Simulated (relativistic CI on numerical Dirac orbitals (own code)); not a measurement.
# Au⁴⁺ (5d7) in a crystal field

Calculated by Dirac-Coulomb-Breit CI, KLI orbitals optimised for each configuration, QED by a radiative potential, valence Slater integrals scaled by 0.8, one configuration in a parametric crystal field (own radial code).

Field parameters in Wybourne normalisation: Oh B⁴₀ = 21Dq, B⁴₄ = √(5/14) B⁴₀. The field is a parameter set, without covalency.

S and J are read from ⟨S²⟩ = S(S + 1) and ⟨J²⟩ = J(J + 1) of each level; they are not fictitious spins.

Oh, 10Dq = 8500 cm⁻¹, the lowest 16 levels:

```
E (cm⁻¹)  Degeneracy  Irrep     S     J
     0.0           2     Γ6  1.41  4.45
     720           4     Γ8  1.32  4.34
    3047           4     Γ8  1.26  4.25
   11273           4     Γ8  1.05  2.65
   11881           2     Γ7  1.45  3.16
   14107           4     Γ8  1.24  3.44
   15837           2     Γ7  1.17  2.95
   15865           2     Γ6  1.43  3.56
   17316           4     Γ8  1.16  2.68
   19323           4     Γ8  1.04  4.01
   21155           4     Γ8  0.81  4.27
   22298           2     Γ7  1.43  2.74
   24170           4     Γ8  1.28  2.73
   24388           2     Γ6  0.69  4.50
   26145           2     Γ6  0.80  3.51
   26371           4     Γ8  1.39  2.64
```

Principal g values of the ground doublet: 4.86, 4.86, 4.86.

Oh, 10Dq = 15300 cm⁻¹, the lowest 10 levels:

```
E (cm⁻¹)  Degeneracy  Irrep     S     J
     0.0           4     Γ8  1.09  4.02
     891           2     Γ6  1.44  4.39
    3838           4     Γ8  1.30  4.09
   12311           2     Γ7  1.47  3.03
   13318           4     Γ8  0.91  3.21
   14760           4     Γ8  1.20  3.95
   19071           2     Γ7  0.95  3.29
   20781           2     Γ6  1.25  3.88
   21189           4     Γ8  0.99  3.90
   21749           4     Γ8  1.14  2.91
```

Oh, 10Dq = 22100 cm⁻¹, the lowest 16 levels:

| E (cm⁻¹) | Degeneracy | Irrep | S | J |
| --- | --- | --- | --- | --- |
| 0.0 | 4 | Γ8 | 0.84 | 3.90 |
| 5024 | 2 | Γ6 | 1.45 | 4.33 |
| 7777 | 4 | Γ8 | 1.37 | 4.04 |
| 15959 | 2 | Γ7 | 1.48 | 2.97 |
| 17533 | 4 | Γ8 | 1.31 | 3.82 |
| 18498 | 4 | Γ8 | 0.77 | 3.43 |
| 24368 | 2 | Γ7 | 0.76 | 3.56 |
| 25778 | 4 | Γ8 | 0.71 | 4.23 |
| 26896 | 2 | Γ6 | 0.80 | 4.57 |
| 28368 | 4 | Γ8 | 0.90 | 3.15 |
| 31451 | 4 | Γ8 | 1.34 | 3.29 |
| 32519 | 2 | Γ6 | 0.69 | 2.85 |
| 34041 | 2 | Γ6 | 1.28 | 3.96 |
| 35387 | 2 | Γ7 | 1.23 | 3.07 |
| 37374 | 4 | Γ8 | 1.27 | 3.64 |
| 39512 | 2 | Γ7 | 1.11 | 3.10 |

The free-ion ground term has S = 3/2. The field overcomes the spin-pairing energy for Oh, 10Dq = 22100 cm⁻¹, where the ground state has lower spin; these fields are assumed values.

Levels of this model without a field, named by their leading LS term (the scale mimics covalency, so terms lie below those of the real free ion): 4F_9/2 0, 2P_3/2 10853, 4F_7/2 11399, 4F_5/2 12109, 4F_3/2 18658, 4P_5/2 20091, 2G_9/2 20199, 4P_1/2 23613 cm⁻¹.
